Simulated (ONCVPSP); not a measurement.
# What one change does to a pseudopotential (Ni (Z = 28), ONCV)

Ni, optimised norm-conserving Vanderbilt (ONCV), made with ONCVPSP 4.0.1 (PBEsol, scalar-relativistic). Core [Ne], reference 3s2 3p6 3d8 4s1 (charge +1). Waves: 3s+4s: rc 1.40 bohr, ncon 4, nbas 7, qcut 9.5 1/bohr, 2 projectors; 3p: rc 0.75 bohr, ncon 4, nbas 7, qcut 8.9 1/bohr, 3 projectors, debl 0.5 Ha; 3d: rc 0.75 bohr, ncon 4, nbas 9, qcut 17.6 1/bohr, local. Local part: the d channel. Core correction: polynomial model core, fcfact 0.2.

In the p channel the program set the typed energies aside and used -2.954, 0.250, 0.750 Ha.

Change: all radii but the core radius scaled by about 1.14 (s 1.60, p 0.86, d 0.86 bohr).

Cutoffs: the cutoffs (Ha) at which the residual kinetic energy of the hardest occupied pseudo-wave falls to 1 and 0.1 mHa per electron; they do not see the model core or the augmentation charge, which bear on the density cutoff. Errors are all-electron minus pseudo energies relative to the spin-unpolarised reference configuration.

Q: Predict the effect on cutoff, ghosts and configuration errors.

A: The potential gets softer (133 Ha and 247 Ha → 120 Ha and 136 Ha); the bound ghost in p disappears; of the 4 tests that both files solve, the error grows in 1 and shrinks in 0 by more than 15 % and 0.3 meV (median size 1.0 → 1.2 meV). A larger radius leaves more room for a smooth pseudo-wave, so fewer plane waves are needed.

```csv
quantity,base,changed
"cutoff, loose",133 Ha,120 Ha
"cutoff, tight",247 Ha,136 Ha
loose cutoff by channel,"s 23 Ha, p 126 Ha, d 133 Ha","s 16 Ha, p 39 Ha, d 120 Ha"
bound ghosts,p,none
GHOST(+) flags under 300 eV,s at 123.6 eV,s at 129.3 eV
"error for 3s2 3p6 3d8 4s2, meV [ΔE -9.34 eV]",+1.2,+1.3
"error for 3s2 3p6 3d8 4s0, meV [ΔE 17.26 eV]",-0.8,-1.0
"error for 3s2 3p6 3d7 4s0, meV [ΔE 54.70 eV]",-6.5,-10
"error for 3s2 3p6 3d8 4s1 4p1, meV [ΔE -4.71 eV]",+0.4,+0.4
"rms error of d²Exc/dni dnj with the model core, mHa",1.34,1.39
```

 A true bound ghost makes a file unfit for plane-wave use even where its test errors are small: the radial tests pick states by their node count and pass the ghost by.
